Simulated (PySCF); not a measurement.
**Name the molecule from its bond curve**

A diatomic of charge 0 contains V. Its quintet curve at UHF-CCSD in a triple-zeta basis (spin-free X2C with a Gaussian nucleus, PySCF), in eV from the separated fragments:

```json
{"R (Å)": "1.513", "E (eV)": "-2.209"}
{"R (Å)": "1.580", "E (eV)": "-2.336"}
{"R (Å)": "1.631", "E (eV)": "-2.386"}
{"R (Å)": "1.681", "E (eV)": "-2.404"}
{"R (Å)": "1.731", "E (eV)": "-2.395"}
{"R (Å)": "1.799", "E (eV)": "-2.350"}
{"R (Å)": "1.883", "E (eV)": "-2.253"}
{"R (Å)": "1.984", "E (eV)": "-2.095"}
```

The fit gives ωe = 1667 cm⁻¹ and the rotational constant Bₑ = 5.988 cm⁻¹.

Problem. Which atom is the partner?

Solution. The minimum lies at 1.688 Å, so the reduced mass is 16.8576 u Å² cm⁻¹/(Bₑ·Re²) = 0.9880 u. With V at 50.94 u the partner weighs about 1.0 u: H. The molecule is VH.

Correlated steps freeze 5 core orbitals. The CCSD T1 diagnostic is raised, a sign that a single reference may not be enough here. With d or f electrons several states lie close, and the lowest PBE0 determinant need not be the measured ground state.
